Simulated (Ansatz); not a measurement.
Ansatz (a quantum-chemistry and plane-wave program) input:
A basis named .json is the Basis Set Exchange file of that set.

Ansatz 0.2 input:
```yaml
crystal:
  periodic: [false, false, false]
  atoms:
    - {symbol: C, position_ang: [-0.92033281, 1.38411133, -0.82664068]}
    - {symbol: Si, position_ang: [0.00499469, 0.00859699, 0.02725713]}
    - {symbol: C, position_ang: [1.66284477, -0.29982055, -0.76887344]}
    - {symbol: C, position_ang: [-1.01359468, -1.55088516, 0.11615720]}
    - {symbol: F, position_ang: [0.28379105, 0.48846828, 1.54870904]}
    - {symbol: H, position_ang: [-1.13904258, 1.11821264, -1.86391540]}
    - {symbol: H, position_ang: [-1.86923944, 1.59016367, -0.32707292]}
    - {symbol: H, position_ang: [-0.33624910, 2.30673881, -0.83399394]}
    - {symbol: H, position_ang: [2.21810177, -1.07430827, -0.23566829]}
    - {symbol: H, position_ang: [1.54034460, -0.62843674, -1.80399664]}
    - {symbol: H, position_ang: [2.27151959, 0.60677637, -0.77567678]}
    - {symbol: H, position_ang: [-1.23577796, -1.92609684, -0.88600332]}
    - {symbol: H, position_ang: [-1.96338914, -1.37277315, 0.62470012]}
    - {symbol: H, position_ang: [-0.48381662, -2.33728266, 0.65778759]}
basis:
  gaussian:
    orbitals: aug-cc-pV_D+d_Z.json
magnetization: {spin_polarized: false}
correlation: {method: ccsd_t, electrons: outside_noble_gas}
output: {forces: true}
```

**Question.** Predict the final energy.

**Answer.** -508.20197 Eh (CCSD(T)/aug-cc-pV(D+d)Z). The basis has 205 functions.
